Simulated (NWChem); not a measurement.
Species: SiHCl2F; SMILES F[SiH](Cl)Cl

Computed with NWChem. The geometry was optimised at PBE0/def2-SVP. Level: PBE0/def2-SVP with SMD (1 M gas to 1 M solution), gas-phase geometry. Reactions with the solvent are ignored.

**Question.** Estimate the computed values for solvent n-hexane. Quantities: solvation free energy (kcal/mol); cavity-dispersion-structure term (kcal/mol); dipole in solution (D).

**Answer.** 
```yaml
solvation free energy (kcal/mol): -2.6
cavity-dispersion-structure term (kcal/mol): -1.9
dipole in solution (D): 1.33
```
